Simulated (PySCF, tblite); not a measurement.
Compound: C₄H₂FO₂ (charge -1).
Atom-mapped SMILES: `[O:1]=[C:2]([O-:3])[C:4]#[C:5][CH2:6][F:7]` (hydrogens: H8, H9 on C6)

Jobs on this species (9 atoms, 52 electrons) with PySCF (density fitting) and tblite. Hardware of each: one thread of an Intel Xeon at 2.50 GHz, no GPU (shared host). Other jobs ran on the host; a repeat could differ by tens of per cent or more.

```json
{"level and settings": "GFN2-xTB", "work": "Hessian by finite differences", "basis functions": "–", "SCF cycles": "–", "wall time": "0.54 s"}
{"level and settings": "GFN2-xTB", "work": "L-BFGS relaxation", "basis functions": "–", "SCF cycles": "–", "wall time": "?"}
{"level and settings": "B3LYP/pcJ-1", "work": "spin–spin couplings from 9 perturbed nuclei", "basis functions": "209", "SCF cycles": "?", "wall time": "?"}
{"level and settings": "PBE0/pcSseg-1", "work": "shieldings, charges and field gradients", "basis functions": "129", "SCF cycles": "15", "wall time": "28 s"}
```

Question: Fill in the missing figures.

Answer: 
- GFN2-xTB; L-BFGS relaxation: 1.1 s
- B3LYP/pcJ-1; spin–spin couplings from 9 perturbed nuclei: 96 s, 17 SCF cycles

Question: What do all jobs in the table cost together?

Answer: About 2.1 min; the longest takes about 76 % of that, and about 180 times as long as the shortest.
